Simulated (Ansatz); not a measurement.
`BOCF` + `C=CC` → `B/C=C/C` + `OCF` at 600 K and 1 bar (formal exchange of groups at a B–O bond).

Isolated molecules relaxed with PBE0-D4/def2-TZVP in Ansatz; ΔE leaves out vibrations. CCSD(T)/CBS is the MP2 limit (def2-TZVPP, def2-QZVPP) plus CCSD(T) − MP2 in def2-TZVPP, frozen cores. One conformer a species, not always the lowest.

```json
{"species": "`BOCF`", "CCSD(T)/CBS energy (Eh)": "-240.23545", "H − E (kJ/mol)": "191.7", "S (J/(mol·K))": "349.5"}
{"species": "`C=CC`", "CCSD(T)/CBS energy (Eh)": "-117.74610", "H − E (kJ/mol)": "248.6", "S (J/(mol·K))": "323.1"}
{"species": "`B/C=C/C`", "CCSD(T)/CBS energy (Eh)": "-143.12983", "H − E (kJ/mol)": "290.7", "S (J/(mol·K))": "376.5"}
{"species": "`OCF`", "CCSD(T)/CBS energy (Eh)": "-214.81254", "H − E (kJ/mol)": "149.8", "S (J/(mol·K))": "300.3"}
```

H − E and S are ideal-gas, rigid-rotor, harmonic terms from PBE0-D4/def2-TZVP, for one conformer and one mirror image of each species. 1 Eh = 2625.50 kJ/mol, R = 8.31446 J/(mol·K).

Q: By hand: ΔE, ΔH, ΔS and ΔG.

A: ΔE = (-143.12983) + (-214.81254) − (-240.23545) − (-117.74610) = 0.03918 Eh = 102.9 kJ/mol. Δ(H − E) = 290.7 + 149.8 − 191.7 − 248.6 = 0.2, so ΔH = 103.1 kJ/mol. ΔS = 376.5 + 300.3 − 349.5 − 323.1 = 4.2 J/(mol·K). ΔG = 103.1 − 600 × (4.2)/1000 = 100.6 kJ/mol.

Q: By hand: the equilibrium constant, and the temperature at which ΔG would vanish if ΔH and ΔS stayed fixed.

A: log₁₀ K = −ΔG/(RT ln 10) = -8.8. ΔG = 0 at ΔH/ΔS = 24548 K, far beyond where these terms or the molecules hold.

The number of gas molecules stays the same, so ΔS is small and ΔH decides. A doubt of 5 kJ/mol in ΔE shifts log₁₀ K by 0.4 here. Other conformers and mirror images would add mixing entropy, several J/(mol·K) or more a flexible species. These are equilibria of isolated gas molecules and say nothing of rates. Largest T1 diagnostic: 0.013 (customary marks: 0.02 for closed shells, 0.045 for open ones).
